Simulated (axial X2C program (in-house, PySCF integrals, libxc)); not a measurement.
**Nuclear properties of GeOH**

Calculated with an in-house all-electron X2C program for linear molecules (integrals from PySCF): two-component X2C with atomic mean-field Coulomb and Gaunt terms, Gaussian nuclei, basis Ge dyall-v3z, O dyall-av3z, H dyall-v3z with contracted cores.

Ge–O–H held linear, with bonds 1.751 and 0.952 Å (near the PBE0 minimum at charge 0 of the determinant lowest at the starting distance; the state shown can have its own minimum elsewhere, held linear; other orders of the atoms were not compared).

Input and command:
```json
{"zs": [32, 8, 1], "q": 0, "bas": ["dyall-v3z", "dyall-av3z", "dyall-v3z"], "r0": [1.84, 0.96], "symm": 0, "scan": ["PBE0", "HF", "r2SCAN"], "levels": ["PBE0", "HF", "B3LYP"], "nst": 2}
```
```bash
python solin.py task.json out
```

Keys: zs atomic numbers; q charge; bas basis sets; r0 starting distance in Å; symm equal bonds; scan levels of the two-bond scan; levels methods; nst determinants followed.

Determinant lowest in the PBE0 search, Ω = 1/2 (⟨Sz⟩ = -0.50, ⟨Lz⟩ = 1.00 at PBE0), spin on the atoms Ge -0.51, O 0.01, H 0.00:

```json
{"level": "PBE0", "Eeff magnitude (GV/cm)": "0.0715", "Ws magnitude Ge (kHz)": "0.0798", "A∥/gI Ge (MHz)": "1460", "qzz Ge (a.u.)": "-0.49", "A∥/gI O (MHz)": "128", "qzz O (a.u.)": "1.61", "A∥/gI H (MHz)": "4.87", "qzz H (a.u.)": "0.52", "μ (D)": "0.64"}
{"level": "HF", "Eeff magnitude (GV/cm)": "0.309", "Ws magnitude Ge (kHz)": "0.28", "A∥/gI Ge (MHz)": "1310", "qzz Ge (a.u.)": "-0.86", "A∥/gI O (MHz)": "71.7", "qzz O (a.u.)": "1.68", "A∥/gI H (MHz)": "3.84", "qzz H (a.u.)": "0.51", "μ (D)": "0.53"}
{"level": "B3LYP", "Eeff magnitude (GV/cm)": "0.01", "Ws magnitude Ge (kHz)": "0.0122", "A∥/gI Ge (MHz)": "1400", "qzz Ge (a.u.)": "-0.42", "A∥/gI O (MHz)": "127", "qzz O (a.u.)": "1.62", "A∥/gI H (MHz)": "4.55", "qzz H (a.u.)": "0.51", "μ (D)": "0.59"}
```

Determinant 0.11 eV from it at PBE0 and this distance, Ω = 3/2 (⟨Sz⟩ = 0.50, ⟨Lz⟩ = 1.00 at PBE0), spin on the atoms Ge 0.51, O -0.01, H 0.00:

| level | Eeff magnitude (GV/cm) | Ws magnitude Ge (kHz) | A∥/gI Ge (MHz) | qzz Ge (a.u.) | A∥/gI O (MHz) | qzz O (a.u.) | A∥/gI H (MHz) | qzz H (a.u.) | μ (D) |
| --- | --- | --- | --- | --- | --- | --- | --- | --- | --- |
| PBE0 | 0.208 | 0.0641 | 186 | -0.61 | 35.8 | 1.61 | 1.88 | 0.52 | 0.69 |
| HF | 0.564 | 0.165 | 208 | -0.99 | 41.9 | 1.68 | 1.59 | 0.51 | 0.57 |
| B3LYP | 0.125 | 0.0411 | 223 | -0.54 | 35.3 | 1.61 | 1.92 | 0.51 | 0.64 |

Eeff is the effective electric field on the electron electric dipole moment in this Ω state and Ws the scalar–pseudoscalar constant of the nucleus named (defined with the proton number Z and per Ω); A∥ (defined per Ω) follows by multiplying with gI = μI/(I μN); qzz is the electric field gradient, eQq0 = 234.96 MHz × Q/barn × qzz; μ is positive if the H end (last atom) is positive. The operators were transformed with the bare-nucleus X2C matrices; with these basis sets, hyperfine constants and field gradients can be off by tens of per cent, and where levels differ in sign neither size nor sign is settled.

**Question.** With gI(73Ge) = -0.1954, gI(17O) = -0.7575, Q(17O) = -0.02558 barn, gI(1H) = 5.5857 (g factors from the IAEA table of nuclear moments by Stone; Q from Pyykkö, Mol. Phys. 2018), turn the PBE0 values of the first state into constants in MHz.

**Answer.** A∥(73Ge) = 1460 × -0.1954 = -285 MHz; A∥(17O) = 128 × -0.7575 = -97 MHz; eQq0(17O) = 234.96 × (-0.02558) × (1.61) = -9.68 MHz; A∥(1H) = 4.87 × 5.5857 = 27.2 MHz.

The molecule was held linear; bending was not examined, so a bent shape may lie lower.

Each state is one determinant with collinear spin. Unrestricted Hartree–Fock can overshoot spin polarisation at the nuclei. In the state Ω = 1/2 the sign of Eeff differs between levels (B3LYP against PBE0). Where Eeff spreads by more than a factor of two the levels disagree and none is to be relied on. The search compared states at one distance, so a state with another bond length can lie lower. Where a field gradient or hyperfine factor spreads by more than a factor of two over the levels, a constant derived from it is not to be relied on. PBE0 term energies can be off by some tenths of an eV.
